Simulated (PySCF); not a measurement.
Te(I)(SH) (HISTe), SMILES S[Te]I.

Coordinates come from a B3LYP-D3(BJ)/def2-SVP optimisation. The def2 effective core potentials stand for the cores of I, Te; spin–orbit coupling is left out. Other conformers were not sampled.

The numbers are results of TDA-ωB97X/def2-SVPD (PySCF), not measurements.

Vertical excitations. The molecule is in vacuum.

```
state  energy (eV)  λ (nm)      f                                                main pairs
-----  -----------  ------  -----  --------------------------------------------------------
S1            2.27     545  0.001                                            HOMO→LUMO 97 %
S2            3.23     384  0.001                                          HOMO→LUMO+1 91 %
S3            3.58     346  0.004                                          HOMO−1→LUMO 84 %
S4            4.08     304  0.001                                          HOMO−3→LUMO 92 %
S5            4.37     284  0.042  HOMO−2→LUMO+1 44 %, HOMO−2→LUMO 31 %, HOMO−1→LUMO+1 11 %
S6            4.74     262  0.057   HOMO−1→LUMO+1 42 %, HOMO−2→LUMO 39 %, HOMO−2→LUMO+1 7 %
S7            5.67     219  0.118  HOMO−2→LUMO+1 36 %, HOMO−1→LUMO+1 35 %, HOMO−5→LUMO 12 %
S8            5.76     215  0.004                                        HOMO−3→LUMO+1 89 %
S9            5.98     207  0.025                                          HOMO→LUMO+2 84 %
S10           6.09     204  0.045                                          HOMO−4→LUMO 74 %
T1            1.64     756      0                                            HOMO→LUMO 97 %
T2            2.61     474      0                                          HOMO→LUMO+1 87 %
T3            3.02     410      0                                          HOMO−1→LUMO 85 %
T4            3.43     361      0                                          HOMO−2→LUMO 73 %
```
Triplets are in the Tamm–Dancoff approximation.
